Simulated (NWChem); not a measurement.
C3H5BF2; SMILES C=CCB(F)F

```xyz
11

B     -0.0202     1.0343    -0.0531
C     -0.6685    -0.3360    -0.4461
C      0.2197    -1.5276    -0.2765
C     -0.0550    -2.5920     0.4787
H     -0.9415    -0.2155    -1.5154
H     -1.6259    -0.4578     0.0858
H      1.1755    -1.4955    -0.8139
H     -0.9929    -2.6728     1.0386
H      0.6490    -3.4233     0.5666
F      1.2881     1.2119    -0.0199
F     -0.7628     2.0921     0.2227
```
Atoms are numbered in this order, from 1.

Level: PBE0/def2-SVP (NWChem), optimised geometry, unscaled harmonic frequencies. 

```json
[
 {"frequency (cm⁻¹)": "38", "IR intensity (km/mol)": "0.7"},
 {"frequency (cm⁻¹)": "82", "IR intensity (km/mol)": "0.5"},
 {"frequency (cm⁻¹)": "173", "IR intensity (km/mol)": "0.7"},
 {"frequency (cm⁻¹)": "367", "IR intensity (km/mol)": "1.8"},
 {"frequency (cm⁻¹)": "404", "IR intensity (km/mol)": "1.5"},
 {"frequency (cm⁻¹)": "452", "IR intensity (km/mol)": "12.2"},
 {"frequency (cm⁻¹)": "532", "IR intensity (km/mol)": "16.3"},
 {"frequency (cm⁻¹)": "640", "IR intensity (km/mol)": "23.2"},
 {"frequency (cm⁻¹)": "803", "IR intensity (km/mol)": "1.1"},
 {"frequency (cm⁻¹)": "849", "IR intensity (km/mol)": "32.0"},
 {"frequency (cm⁻¹)": "941", "IR intensity (km/mol)": "38.7"},
 {"frequency (cm⁻¹)": "955", "IR intensity (km/mol)": "9.7"},
 {"frequency (cm⁻¹)": "1029", "IR intensity (km/mol)": "5.7"},
 {"frequency (cm⁻¹)": "1080", "IR intensity (km/mol)": "8.7"},
 {"frequency (cm⁻¹)": "1186", "IR intensity (km/mol)": "40.4"},
 {"frequency (cm⁻¹)": "1205", "IR intensity (km/mol)": "10.9"},
 {"frequency (cm⁻¹)": "1312", "IR intensity (km/mol)": "4.9"},
 {"frequency (cm⁻¹)": "1381", "IR intensity (km/mol)": "339.2"},
 {"frequency (cm⁻¹)": "1391", "IR intensity (km/mol)": "34.2"},
 {"frequency (cm⁻¹)": "1430", "IR intensity (km/mol)": "127.5"},
 {"frequency (cm⁻¹)": "1444", "IR intensity (km/mol)": "171.6"},
 {"frequency (cm⁻¹)": "1745", "IR intensity (km/mol)": "20.2"},
 {"frequency (cm⁻¹)": "3018", "IR intensity (km/mol)": "11.8"},
 {"frequency (cm⁻¹)": "3119", "IR intensity (km/mol)": "2.7"},
 {"frequency (cm⁻¹)": "3158", "IR intensity (km/mol)": "6.2"},
 {"frequency (cm⁻¹)": "3175", "IR intensity (km/mol)": "5.4"},
 {"frequency (cm⁻¹)": "3262", "IR intensity (km/mol)": "6.6"}
]
```

- zero-point energy = 50.3 kcal/mol
- thermal correction to the enthalpy at 298.15 K (with zero-point energy) = 55.0 kcal/mol
- heat capacity Cv = 22.0 cal/(mol K)
- entropy at 298.15 K and 1 atm (symmetry number 1) = 82.7 cal/(mol K)
- dipole moment = 1.31 D

Rigid rotor and harmonic oscillator; modes under 100 cm⁻¹ make the entropy uncertain.
